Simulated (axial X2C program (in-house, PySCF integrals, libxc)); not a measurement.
## AuB⁻: from Re and ωe to a spectrum

A bond curve at the PBE0 level, with spin–orbit coupling, was computed with an in-house all-electron X2C program for linear molecules (integrals from PySCF) (basis Au dyall-acv3z [14s15p10d6f4g], B dyall-av3z [8s7p3d2f] (cores contracted in-house)) for the state Ω = 1/2 (⟨Sz⟩ = -0.45, ⟨Lz⟩ = 0.95 at PBE0). Its fit gives Re = 1.9308 Å, ωe = 609.8 cm⁻¹, ωexe = 5.4 cm⁻¹ and αe = 4.688e-03 cm⁻¹; the masses are 196.9666 and 11.0093 u. Two-component means X2C with spin–orbit coupling and atomic mean-field Coulomb and Gaunt terms.

(1) Find the reduced mass, Be and the force constant.

(2) Estimate De from a Morse curve and compare with the computed well depth of 2.486 eV to Au- + B.

(3) Where do the fundamental and the first overtone lie?

(4) Estimate the centrifugal constant by the Kratzer relation.

(5) A Morse curve ties αe to the other constants (Pekeris). How well does that hold?

Occupations by symmetry block were frozen at the best pattern of an incomplete PBE0 search. Dissociation energies refer to the lowest single-determinant-based atoms at the same level and basis. Density functionals use the spin component along the axis (collinear). The 2c atoms are single determinants rather than J levels; their spin–orbit lowering is only partly caught, and De is too large by that part. This holds for PBE0. The functionals have no current-density term, which raises determinants with orbital currents, atoms included. The highest occupied level of some functionals is positive through self-interaction error; at Hartree–Fock it is bound.

Results:

(1) From the PBE0 values: μ = 10.4265 u. Be = 16.8576/(μ Re²) = 0.4337 cm⁻¹. k = 5.8918×10⁻⁷ μ ωe² = 2.28 mdyn/Å.

(2) De(Morse) = ωe²/(4ωexe) = 2.134 eV against 2.486 eV computed, a ratio of 0.86. For De the Morse form works well here.

(3) ν(1←0) = ωe − 2ωexe = 599.0 cm⁻¹; ν(2←0) = 2ωe − 6ωexe = 1187.2 cm⁻¹.

(4) D = 4Be³/ωe² = 8.77e-07 cm⁻¹.

(5) αe(Morse) = 6Be²/ωe × (√(ωexe/Be) − 1) = 4.680e-03 cm⁻¹; the PBE0 curve gives 4.688e-03 cm⁻¹, a ratio of 1.00.
